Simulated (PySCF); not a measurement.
Se(Cl)(OH) (ClHOSe), SMILES O[Se]Cl. Atoms are numbered in the order given.

```xyz
4

Se     0.0218    -0.2983     0.5490
Cl     0.2264     1.4319    -0.7622
O     -0.4037    -1.5828    -0.6184
H     -1.3617    -1.5370    -0.7611
```

Geometry optimised at TPSSh-D3(BJ)/def2-TZVP. The values are those of a single conformer.

Method: TDDFT-B3LYP/def2-SVPD (PySCF).

Vertical excitations. The molecule is in vacuum.

Computed UV-visible absorptions:
```csv
state,energy (eV),λ (nm),f,main pairs
S1,2.95,420,0.001,HOMO→LUMO 100 %
S2,3.75,331,0.000,HOMO→LUMO+1 99 %
S3,5.45,227,0.004,HOMO−1→LUMO 99 %
S4,5.73,216,0.021,HOMO→LUMO+2 99 %
S5,5.88,211,0.003,"HOMO−3→LUMO 55 %, HOMO−2→LUMO 43 %"
S6,6.14,202,0.010,"HOMO−1→LUMO+1 47 %, HOMO−3→LUMO 29 %, HOMO−2→LUMO 22 %"
S7,6.42,193,0.028,HOMO−2→LUMO+1 80 %
S8,6.79,182,0.005,HOMO−3→LUMO+1 84 %
S9,6.81,182,0.033,HOMO→LUMO+4 92 %
S10,6.86,181,0.012,HOMO→LUMO+3 96 %
T1,2.24,553,0,HOMO→LUMO 99 %
T2,3.01,412,0,HOMO→LUMO+1 97 %
T3,4.83,257,0,HOMO−1→LUMO 96 %
T4,5.14,241,0,HOMO−2→LUMO 94 %
```
Triplets are in the Tamm–Dancoff approximation, which puts them higher than full response would, so one can lie above its singlet here.
